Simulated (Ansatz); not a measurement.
```json
{"atom": "O", "x (Å)": "0.0000", "y (Å)": "0.7716", "z (Å)": "-0.6580"}
{"atom": "H", "x (Å)": "0.0000", "y (Å)": "1.4671", "z (Å)": "-0.1009"}
{"atom": "Cl", "x (Å)": "0.0000", "y (Å)": "-0.4494", "z (Å)": "0.3156"}
```

Basis set: cc-pVDZ (spherical functions). Left uncorrelated: 6 orbitals. Charge 0, multiplicity 1.

Computed with Ansatz (development build ahead of 0.2.0); each method stands on the lowest determinant of its kind that the runs found. Restricted open shells among the atoms or ions are ROHF, correlated in semicanonical orbitals with singles.

The atomization energy at this shape (free ground-state atoms in the same class of orbitals less the molecule, no zero-point energy) of singlet HClO:

| method | atomization energy |
| --- | --- |
| RHF | 2.87 eV |

Q: What does RHF-MP2 give?

A: 5.57 eV. Caution: the shape is not the minimum.
